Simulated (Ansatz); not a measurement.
The inner images of a band of GaH₃ (4 atoms, charge 0, multiplicity 1) are given out of order.

Theory: Ansatz, RKS revPBE-D4/def2-mTZVP.

First end point:

```xyz
4
Properties=species:S:1:pos:R:3
Ga 0.394 0.000 0.228
H 0.395 0.000 1.813
H 1.768 0.000 -0.564
H -0.978 0.000 -0.565
```

Last end point:

```xyz
4
Properties=species:S:1:pos:R:3
Ga -0.059 0.000 -1.297
H 1.078 0.000 1.286
H 1.737 0.000 0.922
H -1.177 0.000 0.001
```

Question: Put them in order from the first end to the last, with their energies above the first end.
A.
```xyz
4
Properties=species:S:1:pos:R:3
Ga 0.381 0.000 0.080
H 0.415 0.000 1.645
H 1.888 0.000 -0.369
H -1.106 0.000 -0.444
```
B.
```xyz
4
Properties=species:S:1:pos:R:3
Ga 0.303 0.000 -0.937
H 0.849 0.000 1.160
H 1.494 0.000 0.634
H -1.068 0.000 0.055
```
C.
```xyz
4
Properties=species:S:1:pos:R:3
Ga 0.106 0.000 -1.148
H 0.965 0.000 1.205
H 1.594 0.000 0.777
H -1.086 0.000 0.077
```
D.
```xyz
4
Properties=species:S:1:pos:R:3
Ga 0.420 0.000 -0.582
H 0.492 0.000 1.300
H 1.744 0.000 0.284
H -1.077 0.000 -0.091
```
E.
```xyz
4
Properties=species:S:1:pos:R:3
Ga 0.382 0.000 -0.106
H 0.421 0.000 1.474
H 1.925 0.000 -0.132
H -1.150 0.000 -0.325
```
F.
```xyz
4
Properties=species:S:1:pos:R:3
Ga 0.395 0.000 -0.745
H 0.664 0.000 1.220
H 1.587 0.000 0.460
H -1.068 0.000 -0.023
```
G.
```xyz
4
Properties=species:S:1:pos:R:3
Ga 0.402 0.000 -0.332
H 0.436 0.000 1.354
H 1.867 0.000 0.101
H -1.126 0.000 -0.211
```

Answer: A (+0.22 eV), E (+0.88 eV), G (+1.82 eV), D (+2.27 eV), F (+1.85 eV), B (+0.89 eV), C (+0.68 eV).

Run time: 53 s on 1 thread of Arm Neoverse V1, with other jobs on the host, peak memory 0.089 GiB.
